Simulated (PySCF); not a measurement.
# Spinor energies of Sb⁺ (antimony, charge +1)

Start: [Kr] 4d10 5s2 5p2; 5p1/2 filled at m_j = -1/2, +1/2. Calculated with PySCF 2.14 in x2c-SVPall-2c (6s8p4d, 50 functions): generalised Hartree-Fock with the X2C-1e Hamiltonian and a Gaussian nucleus; one run each with spin-orbit coupling (SO) switched off, then screened by Boettger's factors.

```csv
spinor shell,electrons,"ε, spin-free (eV)","ε, screened SO (eV)",weight of nominal j (screened SO),"rms radius, screened SO (bohr)"
1s1/2,2,-30646.6,-30643.5,1.000,0.0326
2s1/2,2,-4763.8,-4762.8,1.000,0.133
2p1/2,2,-4271.6,-4446.5,1.000,0.115
2p3/2,4,-4271.6,-4191.7,1.000,0.120
3s1/2,2,-980.81,-980.35,1.000,0.352
3p1/2,2,-816.17,-849.26,1.000,0.345
3p3/2,4,-816.17,-800.66,1.000,0.356
3d3/2,4,-565.29,-570.80,1.000,0.330
3d5/2,6,-565.29,-561.01,1.000,0.333
4s1/2,2,-184.65,-184.35,1.000,0.840
4p1/2,2,-131.74,-137.84,1.000,0.893
4p3/2,4,-131.74,-128.55,1.000,0.921
4d3/2,4,-52.464,-53.056,1.000,1.11
4d5/2,6,-52.464,-51.629,1.000,1.11
5s1/2,2,-24.565,-24.423,1.000,2.36
5p1/2,2,-16.326,-15.765,1.000,2.85
```

```
   quantity    spin-free  screened SO
E (hartree)  -6476.18104  -6477.80561
        M_J            0            0
       ⟨J²⟩        2.009        0.000
       ⟨L²⟩        2.006        1.349
       ⟨S²⟩        2.003        1.349
```

Breit and QED terms are absent; they matter most for the inner s and p1/2 levels.

Densities and radii are taken from the X2C orbitals without a picture-change correction, which distorts them close to the nucleus.

Without spin-orbit coupling the j labels of p, d and f shells carry no meaning; the spin-free column gives the mean over the occupied spinors of each nl shell.
